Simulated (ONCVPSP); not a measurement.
fluorine (F), ONCV: configuration errors across variants

| Quantity | Value |
| --- | --- |
| Element | F |
| Generator | ONCVPSP 4.0.1 |
| Type | optimised norm-conserving Vanderbilt (ONCV) |
| Functional | LDA (Perdew-Zunger) |
| Relativity | non-relativistic |
| Frozen core | [He] |
| Valence charge | 7 |
| Reference configuration | 2s2 2p2 (charge +3) |
| Partial waves | 2s: rc 0.60 bohr, ncon 5, nbas 9, qcut 9.5 1/bohr, local; 2p: rc 1.40 bohr, ncon 3, nbas 8, qcut 11.7 1/bohr, 1 projector |
| Local potential | the s channel |
| Core correction | Teter function, fcfact 5.75, rcfact 1.4 |

All-electron excitation energies from the reference (eV): (1) 2s2 2p5 -118.826; (2) 2s2 2p4 -99.259; (3) 2s2 2p3 -60.737; (4) 2s2 2p4.5 -111.190.

1 further variants failed, have other tests or too few solved ones, and are left out.

Errors AE − PS in meV (a dash: test not solved or not reliable):

| change | (1) | (2) | (3) | (4) | bound ghosts | GHOST(+) flags above zero |
| --- | --- | --- | --- | --- | --- | --- |
| base | +588 | +422 | +161 | +522 | none | none |
| s: rc 0.9 | +639 | +452 | +170 | +563 | none | none |
| s: nproj 1; local potential polynomial inside 0.60 bohr (lpopt 5, dvloc0 3 Ha) | +601 | +430 | +163 | +533 | none | none |
| s: qcut 13.5; p: qcut 16.6 | +359 | +264 | +103 | +324 | none | none |
| p: rc 1.38 | +569 | +408 | +156 | +506 | none | none |

(1) Give the same row for: p: nbas 7.

Answers

(1) +569, +408, +156, +506; bound ghosts: none; GHOST(+) flags above zero: none.
